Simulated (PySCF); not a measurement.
# Distorted geometries of [La(PH3)2]3+

[La(PH3)2]3+ (singlet). PySCF 2.14.0, RKS TPSS, La lcecp-1-SVP with ECP46, P def2-SVP, H def2-SVP; non-relativistic Hamiltonian with scalar-relativistic core potentials where named; density fitting; no spin-orbit coupling. Relaxed geometry:

```xyz
9

La    0.1163    1.4216    0.0000
P    -0.0081   -0.1942    2.6599
H     1.2692   -0.4930    3.2068
H    -0.6893    0.4939    3.7003
H    -0.6644   -1.4513    2.5721
P    -0.0081   -0.1942   -2.6599
H     1.2692   -0.4930   -3.2068
H    -0.6644   -1.4513   -2.5721
H    -0.6893    0.4939   -3.7003
```

Order these distorted geometries by energy above the relaxed one, lowest first.
A.
```xyz
9

La    0.0032    1.4541   -0.0630
P     0.1252   -0.2902    2.7296
H     1.2464   -0.3826    3.1171
H    -0.5926    0.5178    3.8242
H    -0.2773   -1.3784    2.8097
P    -0.1029   -0.1506   -2.7224
H     1.2336   -0.5739   -3.2251
H    -0.9833   -1.4258   -2.7143
H    -0.7215    0.3620   -3.7558
```
B.
```xyz
9

La    0.1132    1.4622    0.0474
P    -0.0494   -0.1250    2.6500
H     1.3216   -0.3868    3.1907
H    -0.6881    0.4315    3.6318
H    -0.6376   -1.4792    2.5379
P    -0.0074   -0.2044   -2.5991
H     1.2567   -0.5490   -3.1868
H    -0.7363   -1.4305   -2.5230
H    -0.6419    0.4137   -3.7488
```
C.
```xyz
9

La    0.1111    1.5514   -0.0268
P     0.1154   -0.1370    2.6395
H     1.2322   -0.4526    3.1915
H    -0.6892    0.4383    3.7811
H    -0.7027   -1.5071    2.5555
P    -0.0241   -0.2364   -2.7084
H     1.2934   -0.4826   -3.2041
H    -0.6915   -1.4373   -2.5725
H    -0.7137    0.3959   -3.6557
```

B (0.34 eV), C (0.78 eV), A (2.58 eV).

Which forces (eV/Å) act in the one that lies 0.78 eV up?


```
La  -0.01 -0.33 -0.05
P   -5.97 -0.56 -0.60
H    3.63 -1.03  1.65
H    0.90 -0.28 -1.17
H    1.43  1.98 -0.07
P    1.62  0.03  1.98
H   -0.30 -0.10 -0.07
H   -0.24 -0.89  0.11
H   -1.05  1.16 -1.78
```
Forces carry noise of the integration grid, about 0.01 to 0.03 eV/Å.

No frequency check is given that shows the relaxed geometry to be a minimum.
